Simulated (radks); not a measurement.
Results of a calculation; reference values are marked as such.
The nuclear charge of neutral lutetium is varied continuously with 71 electrons held in [Xe] 4f14 5d1 6s2. Code: a radial shooting solver on a logarithmic mesh with Libxc functionals. Model: scalar-relativistic Kohn-Sham, PBEsol, spin-polarised, spherical densities, finite nucleus; open shells are filled with parallel spins first (spin-orbit coupling, left out, can overturn this in heavy ions); Fermi nuclear charge, rms radius 5.37 fm. By the Hellmann-Feynman theorem dE/dZ = E(electron-nucleus)/Z, the electronic potential at the nucleus (averaged over a nucleus of fixed radius). The scalar-relativistic energy here is not variational (the density holds large components alone), so the two differ by a part that grows with Z.

Z     E (hartree)  E(electron-nucleus)/Z (hartree)  HOMO  e(HOMO) (eV)  <r> HOMO (bohr)
70.8  -14455.4687                         -503.087    5d        -0.647            3.222
71    -14557.0163                         -505.254    5d        -1.978            2.866
71.2  -14659.0046                         -507.418    5d        -3.510            2.640
71.4  -14761.4331                         -509.580    5d        -5.201            2.476
71.6  -14864.3017                         -511.742    5d        -7.028            2.348
71.8  -14967.6104                         -513.904    5d        -8.977            2.243
72    -15071.3592                         -516.066    5d       -11.036            2.156

The central difference of E at Z = 71 is -508.840 hartree, to compare with the third column; the second derivative is -11 hartree.
